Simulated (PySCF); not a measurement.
Radial density of Tb³⁷⁺ (terbium, charge +37)

UHF, [Ar] 3d10, closed-shell 1S. Computed with PySCF 2.14 in an uncontracted even-tempered set (18 s from 6.6 bohr⁻², ratio 2.5; 13 p from 8.6 bohr⁻², ratio 2.5; 8 d from 8.6 bohr⁻², ratio 2.5; 4 f from 38 bohr⁻², ratio 2.7; 3 g from 58 bohr⁻², ratio 2.7), with the spin-free X2C one-electron Hamiltonian (Gaussian nucleus).

```tsv
r (bohr)	4πr²ρ (e/bohr)
0.0223	78.89
0.0375	81.92
0.0630	112.6
0.106	86.04
0.178	92.53
0.300	44.81
0.505	1.512
0.849	0.002057
```

Densities and radii are taken from the X2C orbitals without a picture-change correction, which distorts them close to the nucleus.

Spin-orbit coupling, which splits the p, d and f shells strongly at this Z, is absent.
